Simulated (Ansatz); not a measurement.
Geometry optimisation, RKS PBE/def2-SVP (Ansatz 0.2.0).

The input (input.yaml):

```yaml
crystal:
  periodic: [false, false, false]
  atoms:
    - { symbol: C, position_ang: [-1.7143, 0.0332, 0.9228] }
    - { symbol: Si, position_ang: [-0.5057, -1.2133, 0.5055] }
    - { symbol: Si, position_ang: [1.3889, -0.1924, -0.2643] }
    - { symbol: P, position_ang: [1.1121, 1.0396, -2.0706] }
    - { symbol: H, position_ang: [-1.3972, 0.7597, 1.6624] }
    - { symbol: H, position_ang: [-2.0291, 0.6864, 0.0287] }
    - { symbol: H, position_ang: [-2.655, -0.3791, 1.2921] }
    - { symbol: H, position_ang: [-1.0047, -2.1183, -0.5328] }
    - { symbol: H, position_ang: [-0.2036, -1.9991, 1.7647] }
    - { symbol: H, position_ang: [1.9641, 0.7292, 0.8065] }
    - { symbol: H, position_ang: [2.4551, -1.1973, -0.5648] }
    - { symbol: H, position_ang: [1.91402, 0.36018, -2.94046] }
    - { symbol: H, position_ang: [-0.18242, 0.45819, -2.50541] }
basis:
  gaussian: { orbitals: def2-SVP }
hamiltonian:
  xc: pbe
relax:
  f_tol: 0.015
  max_steps: 40
```

Command:

```bash
$ ansatz run input.yaml --threads 2 --pin off --max-ram 3072MiB --backend cpu --events-out ev --progress --plain --runs-dir out
```

Task: Where does it end, and by what steps?

Result: It converged. After 17 steps the energy has fallen by 0.476 eV; H13 moved furthest, 1.03 Å.

```csv
step,energy less start (eV),largest force component (eV/Å),accepted
0,0.0000,2.287,yes
1,-0.3415,1.150,yes
2,-0.4009,0.332,yes
3,-0.4236,0.058,yes
4,-0.4297,0.065,yes
5,-0.4313,0.046,yes
6,-0.4436,0.078,yes
7,-0.4378,0.530,no
8,-0.4520,0.050,yes
9,-0.4581,0.148,yes
10,-0.4601,0.325,yes
11,-0.4711,0.045,yes
12,-0.4697,0.271,no
13,-0.4727,0.065,yes
14,-0.4750,0.028,yes
15,-0.4756,0.068,yes
16,-0.4758,0.039,yes
17,-0.4758,0.013,yes
```

```xyz
13
Properties=species:S:1:pos:R:3
C -1.821 0.137 1.034
Si -0.569 -1.215 0.583
Si 1.379 -0.282 -0.364
P 0.757 0.993 -2.166
H -1.403 0.821 1.799
H -2.086 0.740 0.142
H -2.751 -0.311 1.440
H -1.168 -2.168 -0.423
H -0.195 -2.021 1.802
H 2.027 0.657 0.624
H 2.386 -1.351 -0.710
H 2.101 1.125 -2.667
H 0.486 -0.158 -2.990
```

Whether the end is a true minimum wasn't checked by a vibrational analysis.

Time of the run: 30 s on 2 threads of Intel(R) Xeon(R) Platinum 8488C (Sapphire Rapids), with other jobs on the host, peak memory 0.17 GiB.
